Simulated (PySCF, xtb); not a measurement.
In(Cl)2(SeH) (Cl2HInSe), SMILES [SeH][In]([Cl])[Cl].

GFN2-xTB run with xtb at its own geometry gives an orbital gap of 2.43 eV and a dipole moment of 0.95 D.

The structure is a stationary point at B3LYP-D3(BJ)/def2-SVP. The structure was generated by enumeration; whether it is a known compound was not checked. The def2 effective core potentials stand for the cores of In; spin–orbit coupling is left out. The values are those of a single conformer.

### Question
What does M06-2X/def2-TZVP in PySCF give? (The exact figures need the calculation; the answer reports its results.)

### Answer
gap 7.06 eV (levels -9.04 and -1.98 eV), dipole 2.17 D.
